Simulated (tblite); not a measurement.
Species: C4H7ClF2O2S.
Cartesian coordinates in Å at the GFN2-xTB level; atoms count from 1:
```
atom  x, y, z in Å
C1    -1.0696    0.3513   -1.0870
C2    -0.6048   -0.2601    0.2310
C3    -1.4729    0.1894    1.4094
C4     0.8356    0.1173    0.4819
F5     1.3518   -0.4556    1.5830
F6     1.0721    1.4322    0.5739
S7     1.9107   -0.4937   -0.9245
O8     1.9448    0.4568   -1.9834
O9     1.5266   -1.8358   -1.2126
Cl10   3.7467   -0.5402   -0.0922
H11   -1.0122    1.4368   -1.0436
H12   -0.4535    0.0036   -1.9116
H13   -2.1010    0.0653   -1.2766
H14   -0.6145   -1.3525    0.1550
H15   -2.4981   -0.1315    1.2501
H16   -1.1128   -0.2442    2.3391
H17   -1.4559    1.2731    1.4981
```

Method: GFN2-xTB as coded in tblite; computed harmonic values from a numerical Hessian at the method's own geometry, unscaled. Against measured fundamentals such values can be off by several per cent, at times by over 20. One conformer, not necessarily the lowest.

Harmonic wavenumbers (cm⁻¹): 40.0, 51.5, 108.0, 149.4, 172.8, 201.4, 203.1, 240.7, 261.0, 269.2, 294.1, 328.5, 343.6, 373.6, 456.7, 497.9, 527.3, 536.8, 695.7, 882.8, 947.1, 956.3, 990.2, 1043.7, 1102.2, 1139.5, 1156.1, 1174.7, 1211.1, 1288.4, 1297.6, 1305.1, 1405.6, 1422.3, 1478.2, 1482.0, 1489.1, 1492.7, 2956.9, 3043.6, 3049.2, 3050.9, 3053.0, 3061.3, 3065.3.

A = 1669, B = 803.3, C = 696.0 MHz; mass 191.982 u (most abundant isotopes); point group C1, symmetry number 1.

Q: What is the zero-point energy?

A: Half the sum of the wavenumbers: 25148 cm⁻¹ = 300.84 kJ/mol.

Q: Entropy at 200 K, 1 bar (ideal gas, RRHO, classical rotation)?

A: Translation 166.12, rotation 121.47, vibration 102.02: S = 389.6 J/(mol K).

Q: And Cp and H(200 K) − H(0)?

A: Cp = 143.15 J/(mol K), of which vibrations give 109.90 (their classical limit is 45 R = 374.2); H(200 K) − H(0) = 17.93 kJ/mol without the zero-point energy, 11.27 from vibrations.

Q: What must be added to the electronic energy to get the Gibbs energy at 200 K and 1 bar?

A: ZPE + [H(200 K) − H(0)] − T·S = 300.84 + 17.93 − 77.92 = 240.85 kJ/mol.

Q: How do the functions run with temperature in this model?

A: 
```
T (K)  S (J/(mol K))  Cp (J/(mol K))  H − H(0) (kJ/mol)  G − H(0) (kJ/mol)  ln q(vib)
  100          308.6            92.3               5.94             -24.92       2.15
  300          454.9           180.7              34.16            -102.32       8.81
  500          562.6           242.7              76.83            -204.45      14.92
  800          690.5           300.6             159.19            -393.23      22.98
 1000          760.4           324.8             221.87            -538.49      27.74
```

q(vib) and H(0) count from the zero-point level.

Hindered rotation and anharmonicity are outside this model. Other conformers, if any are populated, would add a mixing term that is left out. The structure is chiral; the term R ln 2 for an equal mix with its mirror image is left out.

Run on Arm Neoverse V1, one thread, on a shared host. This covers the Hessian and the dipole derivatives.
